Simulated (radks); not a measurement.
The numbers below are computed, except where a source is named.
Neutral zinc, configuration [Ar] 3d10 4s2 (the NIST ground configuration). Code: a radial shooting solver on a logarithmic mesh with Libxc functionals. Model: scalar-relativistic Kohn-Sham, PBE, spin-polarised, spherical densities, finite nucleus; Fermi nuclear charge, rms radius 3.9283 fm. Some entries of the table are withheld. Estimate them.

orbital  occ.  eigenvalue (eV)  r(max) (bohr)
1s          2              (1)        0.03291
2s          2        -1158.323         0.1893
2p          6        -1004.029            (2)
3s          2              (3)         0.5880
3p          6         -83.4026            (4)
3d         10         -10.1405         0.5663
4s          2          -5.9788          2.091

Answer. 
(1) 1s eigenvalue (eV): -9525.638
(2) 2p r(max) (bohr): 0.1521
(3) 3s eigenvalue (eV): -129.2309
(4) 3p r(max) (bohr): 0.5922
